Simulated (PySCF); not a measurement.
Stepwise substitution at one centre (B H-OH). All species are isolated molecules in the gas phase. One relaxed conformer stands for each flexible species; it need not be the lowest. Strings in code marks are SMILES.

Computed with PySCF 2.14.0 with PBE0-D4/def2-TZVP. Delta-SCF ions had no search for a lower state. Excitations are Tamm–Dancoff values on a coarser integration grid. The basis has no diffuse functions, so Rydberg states are missing or too high.

```
species                                                                     T1 excitation (TDA) (eV)  S1 excitation (TDA) (eV)  vertical ionisation energy (Delta-SCF) (eV)
--------------------------------------------------------------------------  ------------------------  ------------------------  -------------------------------------------
0 of 3 H replaced by OH                                                                            –                         –                                          ___
1 of 3 H replaced by OH (`BO`)                                                                  5.78                      6.50                                        11.75
2 of 3 H replaced by OH (`OBO` (H–O–B–O torsion 0°, O–B–O–H torsion 180°))                      7.78                      8.72                                          ___
3 of 3 H replaced by OH (`OB(O)O`)                                                              7.60                      7.91                                        11.80
```

Task: Fill in the missing entries.

Result: 
- 0 of 3 H replaced by OH, vertical ionisation energy (Delta-SCF) (eV): 13.04
- 2 of 3 H replaced by OH (`OBO` (H–O–B–O torsion 0°, O–B–O–H torsion 180°)), vertical ionisation energy (Delta-SCF) (eV): 12.08
